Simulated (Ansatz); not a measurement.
A series at Si: from tetramethylsilane, ligands are replaced one by one, each step taking up H₂O and setting free CH₄; n counts the steps. Ansatz, PBE0-D4/def2-TZVP geometries. Each molecule was computed in one conformer, which needn't be the lowest.

```
n        molecule  HOMO energy, ωB97M-V/def2-TZVPP (eV)
0  `C[Si](C)(C)C`                                -10.57
1  `C[Si](C)(C)O`                                -10.28
2  `C[Si](C)(O)O`                                -10.31
3  `C[Si](O)(O)O`                                     ?
4  `O[Si](O)(O)O`                                -11.59
```

Task: By hand: fit a straight line y = ȳ + b (n − n̄) to the 4 given rows and predict n = 3.

Result: n̄ = 1.750, ȳ = -10.688; Σ(n − n̄)(y − ȳ) = -2.447, Σ(n − n̄)² = 8.750, so b = -0.280 eV a step. Prediction: -10.688 + (-0.280) × (1.250) = -11.04 eV.

Task: By hand: compare with the computed value, -11.07 eV, and give the steps along the whole series.

Result: The line misses by -0.03 eV (computed minus predicted). Steps: 0.29, -0.03, -0.76, -0.52 eV.

The steps change sign along the series, so a line is a poor guide. The highest orbital can change its character along such a series. The miss is 2.3 % of the series' range.
